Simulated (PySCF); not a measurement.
BFH2Se2. Atoms are numbered in the order given.

```xyz
6

B      0.6436    -0.0026     0.0000
F      1.9716     0.0084     0.0000
Se    -0.3350    -1.6950     0.0000
H      0.8878    -2.5221     0.0000
Se    -0.2600     1.7331     0.0000
H     -1.6204     1.1637     0.0000
```
Charge 0, spin multiplicity 1.

Geometry: B3LYP-D3(BJ)/def2-SVP. This is a generated structure with no PubChem entry under its InChIKey; it may be hypothetical. Other conformers were not sampled.

The numbers are results of PySCF with B3LYP/def2-TZVP, not measurements.

ESP charges are fitted to the potential on shells at 1.4 to 2.0 van der Waals radii. Atomic charges (e):

```csv
atom,Löwdin,ESP fit
B1,-1.29,0.07
F2,0.33,-0.08
Se3,0.40,-0.18
H4,0.07,0.15
Se5,0.42,-0.12
H6,0.07,0.16
```

Computed Mayer and Wiberg (Löwdin basis) orders of the bonds:
```json
[
 {"bond": "B1–F2", "Mayer": "1.16", "Wiberg": "2.09"},
 {"bond": "B1–Se3", "Mayer": "1.30", "Wiberg": "1.88"},
 {"bond": "Se3–H4", "Mayer": "0.95", "Wiberg": "0.97"},
 {"bond": "B1–Se5", "Mayer": "1.28", "Wiberg": "1.88"},
 {"bond": "Se5–H6", "Mayer": "0.95", "Wiberg": "0.97"}
]
```
